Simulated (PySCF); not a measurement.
## Structure from 2D NMR

Compound of formula C5H5NO. Correlations simulated from computed shifts and couplings:

HSQC (one-bond C–H):
| δH | δC | ¹J(C,H) (Hz) |
| --- | --- | --- |
| 8.30 | 144.5 | 192 |
| 7.36 | 132.8 | 170 |
| 6.93 | 123.8 | 173 |

COSY cross peaks (|J| ≥ 2 Hz):
| δH | δH | abs. J (Hz) | bonds |
| --- | --- | --- | --- |
| 8.30 | 7.36 | 7.9 | 3 |
| 7.36 | 6.93 | 8.5 | 3 |

HMBC (two and three bonds, |J| ≥ 2.5 Hz):
| δH | δC [abs. J in Hz] |
| --- | --- |
| 8.30 | 144.5 [4.5], 132.8 [3.7], 123.8 [7.6] |
| 7.36 | 144.5 [5.0], 132.8 [9.4] |
| 6.93 | 144.5 [8.3] |

- GIAO PBE0/pcSseg-1 shieldings
- geometry: GFN2-xTB
- couplings computed with B3LYP/pcJ-1 (spin–dipole term only in couplings to heteroatoms)
- run in PySCF 2.14.0 with density-fitted response routines
- isolated molecule, one computed conformer, rapidly exchanging positions averaged, no relativistic terms

Scale: TMS for ¹H (σref 31.72) and ¹³C (σref 186.93) (reference shieldings calculated alike).

Exchangeable hydrogens are left out of these lists, and C,H couplings along chains are those of one rotamer, so weak HMBC peaks may be missing or extra.

Which molecule is this?

## Answers

`C1=CC=C[N+]([O-])=C1`.

Numbering as in the mapped SMILES `[O-:1][n+:2]1[cH:3][cH:4][cH:5][cH:6][cH:7]1` (H(Xn): hydrogen on atom n).

- δC 144.5 is C3/C7, an aromatic CH next to a ring nitrogen (δH 8.30).
- δC 132.8 is C4/C6, an aromatic CH (δH 7.36).
- δC 123.8 is C5, an aromatic CH (δH 6.93).
- COSY links 8.30–7.36, 7.36–6.93.

The data come from this structure; uniqueness wasn't tested.

Unscaled 3J(H,H) at this level run about 10 % above measured values. Shifts are as computed. Against solution values, carbons near 30 ppm lie about +3 ppm off and those near 130 ppm about +5 ppm. Of 1211 compounds with measured shifts, 218 miss one by over three times the rms of a fit or turn the order of signals round; such compounds aren't used in these exercises.
